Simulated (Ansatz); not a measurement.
System: C$_{2}$H$_{5}$Si, charge 0, doublet. C2H5Si (SMILES [CH2][Si]C, doublet).
B3LYP-D3(BJ)/def2-TZVP minimum from Ansatz (a first-principles code):
```xyz
8

C      1.6084     0.1946     0.0524
Si     0.0399    -0.4459     0.2662
C     -1.5081     0.4104    -0.3976
H      2.5035    -0.2831     0.4261
H      1.7575     1.1291    -0.4813
H     -1.1903     1.3260    -0.9029
H     -2.0364    -0.2257    -1.1084
H     -2.1939     0.6669     0.4102
```
Charge 0, spin multiplicity 2.

Total energies in hartree (Ansatz). UHF or UKS for unpaired electrons; spin-orbit terms are left out. Correlated methods leave the cores frozen. No relativity. Where a partner has so few electrons that a lower coupled-cluster level is exact, that level stands in. The UHF reference of C2H5Si ([CH2][Si]C, doublet) is spin-contaminated (<S^2> up to 0.37 over the pure value in the sets run).

| species | HF/cc-pV(T+d)Z | CCSD(T)/cc-pV(T+d)Z | HF/cc-pV(Q+d)Z | CCSD(T)/cc-pV(Q+d)Z | CCSD(T)/cc-pV(D+d)Z | CCSDT(Q)/cc-pV(D+d)Z |
|---|---|---|---|---|---|---|
| 1: C2H5Si (SMILES [CH2][Si]C, doublet) | -367.53818 | -368.03392 | -367.54641 | -368.06698 | -367.91605 | -367.91944 |
| 2: C (triplet) | -37.69157 | -37.78076 | -37.69331 | -37.78654 | -37.76038 | -37.76071 |
| 3: Si (triplet) | -288.85649 | -288.93344 | -288.85845 | -288.93781 | -288.91643 | -288.91690 |
| 4: H (doublet) | -0.49981 | -0.49981 | -0.49995 | -0.49995 | -0.49928 | -0.49928 |

Problem. Work out the atomisation energy (electronic, to ground-state atoms) in kcal/mol: take Hartree-Fock from cc-pV(Q+d)Z, extrapolate the CCSD(T) correlation energy as X^-3 (X = 3, 4), and add CCSDT(Q) - CCSD(T) in cc-pV(D+d)Z. 1 hartree = 627.51 kcal/mol.

Solution. 
Species 1: correlation (64·(-0.52057) - 27·(-0.49574))/37 = -0.53869; step -0.00339; E1 = -367.54641 + (-0.53869) + (-0.00339) = -368.08849
Species 2: correlation (64·(-0.09323) - 27·(-0.08919))/37 = -0.09618; step -0.00033; E2 = -37.69331 + (-0.09618) + (-0.00033) = -37.78982
Species 3: correlation (64·(-0.07936) - 27·(-0.07695))/37 = -0.08112; step -0.00047; E3 = -288.85845 + (-0.08112) + (-0.00047) = -288.94004
Species 4: correlation (64·(0.00000) - 27·(0.00000))/37 = 0.00000; step +0.00000; E4 = -0.49995 + (0.00000) + (+0.00000) = -0.49995
-1·E1 +2·E2 +1·E3 +5·E4 = 1.06906 hartree = 670.8 kcal/mol.
